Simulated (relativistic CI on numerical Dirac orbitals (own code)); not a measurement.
**Hyperfine structure of Er44+, mass number 167**

Calculated at this level of theory: Dirac-Coulomb-Breit CI, KLI orbitals optimised for each configuration, QED by a radiative potential, unscaled Slater integrals (own radial code, finite nucleus).

CI space (outside the closed core [Ne]): 3s2 3p6 3d6, 3s2 3p5 3d7, 3s2 3p4 3d8, 3s 3p6 3d7, 3p6 3d8, 3s 3p5 3d8, 3s2 3p6 3d5 4s, 3s2 3p6 3d5 4p, 3s2 3p4 3d7 4s, 3s2 3p6 3d5 4d, 3s2 3p5 3d6 4s, 3s2 3p6 3d5 4f, 3s2 3p6 3d4 4s2, 3s 3p6 3d6 4s, 3p6 3d7 4s, 3p6 3d7 4p. Levels of other configurations are missing.

Nuclear spin I = 7/2, μ = -0.5623 μN, Q = 3.57 b (tables of Stone and Pyykkö). The electronic factors are computed for point nuclear moments, without core polarisation or the Bohr-Weisskopf and QED corrections.

| Level | E (eV) | A (MHz) | B (MHz) |
| --- | --- | --- | --- |
| 3s2 3p6 3d6 5D_3 | 39.8853 | -3053 | 16000 |
| 3s2 3p6 3d6 5D_1 | 44.0220 | -4531 | -68300 |
| 3s2 3p6 3d6 3G_5 | 49.5115 | -5870 | 83100 |
| 3s2 3p6 3d6 3H_6 | 49.6318 | -6485 | -164000 |
| 3s2 3p6 3d6 3P_1 | 68.9137 | -3968 | 135000 |

Levels with J = 0, under 50 % of one LS term, or S terms without an open s electron are left out. Small factors come from cancelling terms and can be off by tens of per cent or more.

At this charge energies of transitions that change n are usually good to better than 1 %, and those within a shell (Δn = 0) to a few per cent.

Question: Give the hyperfine levels of 3s2 3p6 3d6 5D_3 relative to its centre of gravity.

Answer: With K = F(F + 1) − I(I + 1) − J(J + 1), E = AK/2 + B[¾K(K + 1) − I(I + 1)J(J + 1)]/[2I(2I − 1)J(2J − 1)]: F = 1/2: 49760, F = 3/2: 42340, F = 5/2: 30710, F = 7/2: 16040, F = 9/2: -92.69, F = 11/2: -15630, F = 13/2: -28070 MHz.

LS names give the leading component of a level, which can be under half, so a name can repeat, a term be missing and a line seem to break the LS rules.
